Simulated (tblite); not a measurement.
Compound: C9H11P.
Bonds: C1–C2 (double), C2–P3, P3–C4, P3–C5, C5–C6 (aromatic), C6–C7 (aromatic), C7–C8 (aromatic), C8–C9 (aromatic), C9–C10 (aromatic), C5–C10 (aromatic). Hydrogens: H11, H12 on C1; H13 on C2; H14, H15, H16 on C4; H17 on C6; H18 on C7; H19 on C8; H20 on C9; H21 on C10.

Computed with GFN2-xTB (tblite), gas phase: L-BFGS steps from a force-field or distance-geometry start until the largest atomic force falls under 0.01 eV/Å.

Step 71: E = -743.8168 eV
```
atom  x, y, z in Å  |  force x, y, z in eV/Å
C1      3.3025   -0.4067    0.3075    0.029   0.008   0.019
C2      2.0992   -0.7529   -0.1202    0.045   0.061  -0.078
P3      1.0312    0.2139   -1.2316   -0.011  -0.034  -0.003
C4      1.3325    1.9475   -0.6450    0.008  -0.029  -0.008
C5     -0.5443   -0.1287   -0.3476   -0.007   0.011  -0.003
C6     -1.6811   -0.3821   -1.1044   -0.006   0.003   0.000
C7     -2.8749   -0.7098   -0.4873   -0.003   0.009  -0.002
C8     -2.9390   -0.7779    0.8934   -0.028  -0.016   0.005
C9     -1.8109   -0.5220    1.6555   -0.006  -0.002  -0.007
C10    -0.6163   -0.2000    1.0397   -0.010   0.001  -0.009
H11     3.9196   -1.0808    0.8809   -0.017   0.013   0.027
H12     3.7244    0.5629    0.1064    0.023   0.035  -0.003
H13     1.7170   -1.7480    0.0718   -0.013  -0.050   0.010
H14     0.6230    2.5989   -1.1532   -0.007  -0.003   0.024
H15     2.3382    2.2468   -0.9329    0.001   0.004   0.007
H16     1.2081    2.0394    0.4321    0.014  -0.023   0.016
H17    -1.6198   -0.3238   -2.1823    0.010  -0.023   0.000
H18    -3.7517   -0.9255   -1.0810    0.000   0.036   0.000
H19    -3.8687   -1.0355    1.3771   -0.029  -0.018   0.025
H20    -1.8632   -0.5877    2.7328    0.006   0.026   0.009
H21     0.2651   -0.0113    1.6388    0.003  -0.011  -0.030
```

Step 72: E = -743.8177 eV
```
atom  x, y, z in Å  |  force x, y, z in eV/Å
C1      3.3011   -0.4046    0.3148    0.010   0.059  -0.014
C2      2.1005   -0.7516   -0.1222    0.066   0.042  -0.047
P3      1.0326    0.2128   -1.2357   -0.025  -0.032   0.004
C4      1.3324    1.9469   -0.6492    0.010  -0.029   0.000
C5     -0.5442   -0.1297   -0.3515   -0.008   0.002   0.006
C6     -1.6837   -0.3808   -1.1057    0.003   0.000   0.006
C7     -2.8767   -0.7071   -0.4856    0.001   0.009   0.001
C8     -2.9381   -0.7787    0.8951   -0.018  -0.004   0.000
C9     -1.8081   -0.5236    1.6545   -0.005  -0.006  -0.010
C10    -0.6143   -0.2030    1.0361   -0.012   0.006  -0.011
H11     3.9163   -1.0813    0.8872   -0.019   0.019   0.030
H12     3.7230    0.5692    0.1217   -0.007  -0.037   0.004
H13     1.7182   -1.7486    0.0672    0.007  -0.022  -0.005
H14     0.6237    2.5998   -1.1571   -0.006  -0.010   0.029
H15     2.3386    2.2469   -0.9349    0.000   0.000   0.004
H16     1.2075    2.0356    0.4282    0.010  -0.015   0.010
H17    -1.6258   -0.3244   -2.1839    0.013  -0.014   0.006
H18    -3.7555   -0.9178   -1.0777   -0.004   0.026  -0.005
H19    -3.8659   -1.0376    1.3819   -0.034  -0.013   0.016
H20    -1.8583   -0.5882    2.7318    0.009   0.020   0.012
H21     0.2675   -0.0174    1.6355    0.009  -0.004  -0.037
```

Question: Estimate the geometry and energy of step 73. (The exact step hangs on the optimiser's Hessian estimate; all steps are aligned on step 72, rigid shifts and turns removed.)

Answer: E = -743.8185 eV, largest force 0.138 eV/Å
```
atom  x, y, z in Å  |  force x, y, z in eV/Å
C1      3.2973   -0.4001    0.3241   -0.073   0.030  -0.059
C2      2.1011   -0.7506   -0.1270    0.130   0.046   0.009
P3      1.0335    0.2123   -1.2417   -0.030  -0.039   0.008
C4      1.3327    1.9457   -0.6532    0.011  -0.030   0.010
C5     -0.5440   -0.1308   -0.3567   -0.005  -0.011   0.023
C6     -1.6866   -0.3794   -1.1071    0.016  -0.008   0.011
C7     -2.8783   -0.7039   -0.4833    0.003   0.009  -0.003
C8     -2.9369   -0.7786    0.8975   -0.012   0.012   0.003
C9     -1.8037   -0.5259    1.6532   -0.010  -0.007  -0.004
C10    -0.6114   -0.2077    1.0311   -0.006   0.014  -0.004
H11     3.9100   -1.0780    0.8978   -0.026   0.025   0.030
H12     3.7175    0.5757    0.1379   -0.004  -0.036   0.002
H13     1.7195   -1.7489    0.0600    0.021  -0.011  -0.017
H14     0.6242    2.5994   -1.1609    0.000  -0.012   0.044
H15     2.3395    2.2467   -0.9358   -0.003  -0.002  -0.004
H16     1.2084    2.0293    0.4251    0.000  -0.002  -0.003
H17    -1.6310   -0.3268   -2.1857    0.006   0.000   0.007
H18    -3.7589   -0.9094   -1.0740   -0.014   0.015  -0.007
H19    -3.8634   -1.0363    1.3880   -0.028  -0.009   0.002
H20    -1.8506   -0.5886    2.7312    0.011   0.010  -0.001
H21     0.2719   -0.0274    1.6300    0.013   0.005  -0.045
```

The energy changes by -0.0008 eV. The first-order estimate −F·Δx gives -0.0012 eV and the mean of the old and new forces, exact on a quadratic surface, -0.0008 eV. The step makes an angle of 78° with the force vector and moves no atom by more than 0.018 Å.

What follows is the cost of the whole relaxation. The run took 1.0 s on one thread of an Arm Neoverse V1, shared host with 32 logical CPUs at a one-minute load of 11.
